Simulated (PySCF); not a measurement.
**Two-component Hartree-Fock for B⁺ (boron, charge +1)**

Start: [He] 2s2. Calculated with PySCF 2.14 in x2c-TZVPPall-2c with one added diffuse shell each of s, p, d type (6s4p3d1f, 40 functions): generalised Hartree-Fock with the X2C-1e Hamiltonian and a Gaussian nucleus; spin-orbit coupling (SO) screened by Boettger's factors.

| spinor shell | electrons | ε, screened SO (eV) | weight of nominal j (screened SO) | rms radius, screened SO (bohr) |
| --- | --- | --- | --- | --- |
| 1s1/2 | 2 | -222.81 | 1.000 | 0.378 |
| 2s1/2 | 2 | -23.781 | 1.000 | 1.96 |

| quantity | screened SO |
| --- | --- |
| E (hartree) | -24.24366 |
| M_J | 0 |
| ⟨J²⟩ | 0.000 |
| ⟨L²⟩ | 0.000 |
| ⟨S²⟩ | 0.000 |
